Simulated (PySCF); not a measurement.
An unknown is described by computed data only.

Elements present: B, C, H and O. Monoisotopic mass: 124.0696 u.

- Dipole: 5.09 D [PBE0/def2-SVPD]
- Rotational structure: rotational constants A, B, C: 4.184, 1.125, 0.970 GHz [PBE0-D3(BJ)/def2-SVP]
- NMR, other nuclei: isotropic shieldings of nuclei other than C and H, by class: 101 (1 B), 61 (1 O), 81 (1 O) ppm [GIAO PBE0/pcSseg-1]
- 1H NMR: chemical shifts (computed TMS as zero) by class: 7.56 (1 H), 5.68 (1 H), 3.67 (2 H), 1.40 (2 H), 1.31 (1 H), 1.05 (2 H) ppm [GIAO PBE0/pcSseg-1]
- 13C NMR: chemical shifts (computed TMS as zero) by class: 201.4 (1 C), 182.9 (1 C), 105.7 (1 C), 20.2 (1 C), 15.6 (2 C) ppm [GIAO PBE0/pcSseg-1]
- UV, strongest line: among the 10 lowest singlet transitions: S3 at 5.35 eV (232 nm, f = 0.311) [TDDFT PBE0/def2-SVPD]

The electronic properties come from PySCF, for the isolated species, density fitting. Levels stand in brackets. One conformer (not necessarily the lowest) at the PBE0-D3(BJ)/def2-SVP geometry, without solvent, vibrations or thermal averaging. Each NMR value is the plain mean over a class of atoms that symmetry, rotation or inversion makes alike.

Task: Which formula fits the mass and the elements?

Result: C6H9BO2 (calculated 124.0696). No other formula that holds each of these elements comes within 0.0003 u with a fitting electron parity and a possible valence count.

Task: What is the compound? Reason from the data.

Result: Numbering: `[BH2-:1]1[O:2][CH:3]=[CH:4][C:5]([CH:6]2[CH2:7][CH2:8]2)=[O+:9]1`. 6 carbons fall into 5 classes; from least to most shielded: carbon bonded to 2 C and O [C5] (201.4 ppm), vinylic carbon bearing oxygen [C3] (182.9 ppm), alkene CH carbon [C4] (105.7 ppm), three-membered-ring carbon [C6] (20.2 ppm), three-membered-ring carbon [C7/C8] (15.6 ppm, 2 C, up to 4.6 ppm apart in this geometry). Hydrogen classes from least to most shielded: 1 H on a vinylic carbon bearing oxygen, C3 (7.56 ppm), 1 H on an alkene CH carbon, C4 (5.68 ppm), 2 H on a four-coordinate boron, B1 (3.67 ppm), 2 H on 2 three-membered-ring carbons, C7/C8 (1.40 ppm), 1 H on a three-membered-ring carbon, C6 (1.31 ppm), 2 H on 2 three-membered-ring carbons, C7/C8 (1.05 ppm). The other shieldings belong to: 101 ppm, four-coordinate boron [B1]; 61 ppm, boron-bound oxygen [O2]; 81 ppm, oxygen bonded to B and C [O9]. The optimised geometry has point group C1 and is an asymmetric top. Structure: `[BH2-]1OC=CC(C2CC2)=[O+]1`. Computed isomers that give other values at the same levels: `C#CB1OCC[C@@H](C)O1` (rotational constant A: 2.844 GHz; this holds for the one conformer computed); `[BH2-]1OC=C(C2CC2)C=[O+]1` (13C chemical shifts (computed TMS as zero) by class: 185.1 (1 C), 181.5 (1 C), 113.4 (1 C), 9.1 (2 C), 8.8 (1 C) ppm). The assignments are read from this structure; whether some other isomer fits the data as well wasn't checked.

Conformer computed: `[BH2-:1]1[O:2][CH:3]=[CH:4][C:5]([CH:6]2[CH2:7][CH2:8]2)=[O+:9]1`: C4–C5–C6–C7 148°.
